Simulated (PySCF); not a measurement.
Compound: C7H5NO.
Numbering: `[N:1]#[C:2][O:3][c:4]1[cH:5][cH:6][cH:7][cH:8][cH:9]1` (hydrogens: H10 on C5; H11 on C6; H12 on C7; H13 on C8; H14 on C9)

Level: PBE0/pcSseg-1 and wB97X-D/def2-SVPD in PySCF, non-relativistic, on one gas-phase PBE0-D3(BJ)/def2-SVP geometry that isn't relaxed in the solvent. The solvent is an IEF-PCM continuum (van der Waals radii × 1.2). Specific hydrogen bonds and non-electrostatic terms are outside this model.

Gas phase at PBE0/pcSseg-1: HOMO -7.60 eV, LUMO -1.01 eV, dipole 4.54 D.

Q: What does the continuum do to the energy, the frontier levels and the dipole at PBE0/pcSseg-1 in chloroform, tetrahydrofuran and acetone?

A: 
```csv
solvent,ε,E(solvent) − E(gas) (kJ/mol),polarisation term (kJ/mol),distortion of the solute (kJ/mol),HOMO (eV),LUMO (eV),dipole (D)
chloroform,4.711,-19.46,-21.77,2.31,-7.46,-0.78,5.35
tetrahydrofuran,7.426,-22.29,-25.30,3.01,-7.45,-0.76,5.46
acetone,20.49,-25.73,-29.71,3.98,-7.44,-0.74,5.59
```

The polarisation term is half the interaction of the solute with the surface charges that it induces; the rest is the cost of distorting the solute's density. The sum is the electrostatic part of solvation alone. From chloroform to acetone the lowering changes by a factor 1.32, Onsager's factor (ε − 1)/(2ε + 1) by 1.30 and ε itself by 4.3.

Q: Which radius a makes the point-dipole formula ΔE = −[(ε − 1)/(2ε + 1)]·μ²/a³ give the value in acetone, with the gas-phase dipole?

A: μ = 1.785 au and |ΔE| = 0.00980 Eh give a = 2.82 Å; the farthest nucleus lies 3.96 Å from the centroid of the nuclei, so such a sphere wouldn't even hold the nuclei. The formula assumes a rigid point dipole at the centre of a sphere.

Q: Which Hirshfeld charges (PBE0/pcSseg-1) respond most in acetone (means over atoms taken as equivalent)?

A: 
| atoms | environment | gas (e) | solvent (e) | change |
| --- | --- | --- | --- | --- |
| N1 | cyano nitrogen | -0.246 | -0.295 | -0.049 |
| C2 | cyano carbon | +0.154 | +0.172 | +0.018 |
| H11/H13 | aromatic hydrogen | +0.060 | +0.068 | +0.008 |
| H12 | aromatic hydrogen | +0.056 | +0.064 | +0.008 |
| O3 | oxygen bonded to 2 C | -0.043 | -0.036 | +0.007 |
| H10/H14 | aromatic hydrogen | +0.058 | +0.064 | +0.006 |

Q: Which Mayer bond orders change most in acetone?

A: 
```tsv
bond	length (Å)	gas	solvent	change
C2–O3	1.282	1.131	1.160	+0.029
O3–C4	1.397	0.828	0.808	-0.020
C9–C4	1.389	1.409	1.402	-0.007
C4–C5	1.389	1.408	1.404	-0.004
C6–C7	1.395	1.427	1.423	-0.004
C7–C8	1.393	1.442	1.438	-0.004
C8–C9	1.395	1.430	1.433	+0.003
N1–C2	1.161	2.928	2.930	+0.002
```

Gas phase at wB97X-D/def2-SVPD: HOMO -9.35 eV, LUMO 0.71 eV, dipole 4.59 D.

Q: What does the continuum do to the energy, the frontier levels and the dipole at wB97X-D/def2-SVPD in chloroform and acetone?

A: 
| solvent | ε | E(solvent) − E(gas) (kJ/mol) | polarisation term (kJ/mol) | distortion of the solute (kJ/mol) | HOMO (eV) | LUMO (eV) | dipole (D) |
| --- | --- | --- | --- | --- | --- | --- | --- |
| chloroform | 4.711 | -19.46 | -21.99 | 2.53 | -9.21 | 0.94 | 5.46 |
| acetone | 20.49 | -25.77 | -30.18 | 4.41 | -9.18 | 1.00 | 5.71 |

Q: How does the static polarisability (wB97X-D/def2-SVPD, frozen core, with the continuum's full static response) change?

A: 
```
    medium  isotropic (au)  principal values (au)  ⟨r²⟩ of the electrons (bohr²)
       gas            87.0      52.2, 89.1, 119.8                         1199.6
chloroform           109.2     64.6, 114.2, 148.9                         1200.1
   acetone           118.2     71.2, 124.3, 159.2                         1200.3
```

The isotropic value in acetone is 1.36 times the gas-phase one; no cavity-field correction is applied. ⟨r²⟩ is taken about the centre of nuclear charge.

The values belong to the conformer `[N:1]#[C:2][O:3][c:4]1[cH:5][cH:6][cH:7][cH:8][cH:9]1`: C2–O3–C4–C5 -178°.

Note: wB97X-D ran without an empirical dispersion term, which enters the total energy and its gradient alone.
